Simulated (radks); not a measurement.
Results of a calculation; reference values are marked as such.
Isoelectronic series with 47 electrons, each ion in its NIST ground configuration. Code: a radial shooting solver on a logarithmic mesh with Libxc functionals. Model: Dirac Kohn-Sham, LDA (Slater exchange, Perdew-Wang correlation), spin-unpolarised, spherical densities, finite nucleus; open shells fill j = l - 1/2 first; Fermi nuclear charge, rms radius of each element as measured or else 0.836 A^(1/3) + 0.57 fm. Total energies (hartree) and mean radii <r> (bohr) (* marks an orbital that is empty in some or all of the ions):

[
 {"ion": "Ag", "configuration": "[Kr] 4d10 5s1", "E (hartree)": "-5312.22850", "5s1/2*": "3.109", "4d5/2": "1.433", "4d3/2": "1.406", "4p3/2": "1.011"},
 {"ion": "Cd+", "configuration": "[Kr] 4d10 5s1", "E (hartree)": "-5590.51052", "5s1/2*": "2.621", "4d5/2": "1.283", "4d3/2": "1.264", "4p3/2": "0.9701"},
 {"ion": "In2+", "configuration": "[Kr] 4d10 5s1", "E (hartree)": "-5876.95296", "5s1/2*": "2.322", "4d5/2": "1.174", "4d3/2": "1.158", "4p3/2": "0.9311"},
 {"ion": "Sn3+", "configuration": "[Kr] 4d10 5s1", "E (hartree)": "-6171.56077", "5s1/2*": "2.107", "4d5/2": "1.088", "4d3/2": "1.075", "4p3/2": "0.8942"},
 {"ion": "Sb4+", "configuration": "[Kr] 4d10 5s1", "E (hartree)": "-6474.35836", "5s1/2*": "1.940", "4d5/2": "1.018", "4d3/2": "1.006", "4p3/2": "0.8596"},
 {"ion": "Te5+", "configuration": "[Kr] 4d10 5s1", "E (hartree)": "-6785.37293", "5s1/2*": "1.804", "4d5/2": "0.9581", "4d3/2": "0.9471", "4p3/2": "0.8273"},
 {"ion": "I6+", "configuration": "[Kr] 4d10 5s1", "E (hartree)": "-7104.64761", "5s1/2*": "1.691", "4d5/2": "0.9067", "4d3/2": "0.8965", "4p3/2": "0.7971"},
 {"ion": "Xe7+", "configuration": "[Kr] 4d10 5s1", "E (hartree)": "-7432.21624", "5s1/2*": "1.593", "4d5/2": "0.8616", "4d3/2": "0.8519", "4p3/2": "0.7690"},
 {"ion": "Cs8+", "configuration": "[Kr] 4d10 5s1", "E (hartree)": "-7768.1274", "5s1/2*": "1.509", "4d5/2": "0.8216", "4d3/2": "0.8123", "4p3/2": "0.7427"},
 {"ion": "Ba9+", "configuration": "[Kr] 4d10 5s1", "E (hartree)": "-8112.4250", "5s1/2*": "1.434", "4d5/2": "0.7857", "4d3/2": "0.7768", "4p3/2": "0.7181"},
 {"ion": "La10+", "configuration": "[Kr] 4d10 5s1", "E (hartree)": "-8465.1636", "5s1/2*": "1.367", "4d5/2": "0.7532", "4d3/2": "0.7446", "4p3/2": "0.6951"},
 {"ion": "Ce11+", "configuration": "[Kr] 4d10 5s1", "E (hartree)": "-8826.3939", "5s1/2*": "1.307", "4d5/2": "0.7237", "4d3/2": "0.7153", "4p3/2": "0.6735"},
 {"ion": "Pr12+", "configuration": "[Kr] 4d10 5s1", "E (hartree)": "-9196.1739", "5s1/2*": "1.253", "4d5/2": "0.6967", "4d3/2": "0.6885", "4p3/2": "0.6532"},
 {"ion": "Nd13+", "configuration": "[Kr] 4d10 5s1", "E (hartree)": "-9574.5604", "5s1/2*": "1.203", "4d5/2": "0.6718", "4d3/2": "0.6637", "4p3/2": "0.6341"},
 {"ion": "Pm14+", "configuration": "[Kr] 4d10 5s1", "E (hartree)": "-9961.6093", "5s1/2*": "1.158", "4d5/2": "0.6488", "4d3/2": "0.6409", "4p3/2": "0.6160"},
 {"ion": "Sm15+", "configuration": "[Kr] 4d10 4f1", "E (hartree)": "-10357.6178", "5s1/2*": "1.122", "4d5/2": "0.6324", "4d3/2": "0.6245", "4p3/2": "0.6021"},
 {"ion": "Eu16+", "configuration": "[Kr] 4d10 4f1", "E (hartree)": "-10762.4941", "5s1/2*": "1.083", "4d5/2": "0.6123", "4d3/2": "0.6045", "4p3/2": "0.5859"},
 {"ion": "Gd17+", "configuration": "[Kr] 4d10 4f1", "E (hartree)": "-11176.2552", "5s1/2*": "1.046", "4d5/2": "0.5935", "4d3/2": "0.5858", "4p3/2": "0.5705"},
 {"ion": "Tb18+", "configuration": "[Kr] 4d10 4f1", "E (hartree)": "-11599.0222", "5s1/2*": "1.012", "4d5/2": "0.5759", "4d3/2": "0.5682", "4p3/2": "0.5559"},
 {"ion": "Dy19+", "configuration": "[Kr] 4d10 4f1", "E (hartree)": "-12030.7409", "5s1/2*": "0.9805", "4d5/2": "0.5594", "4d3/2": "0.5518", "4p3/2": "0.5421"}
]
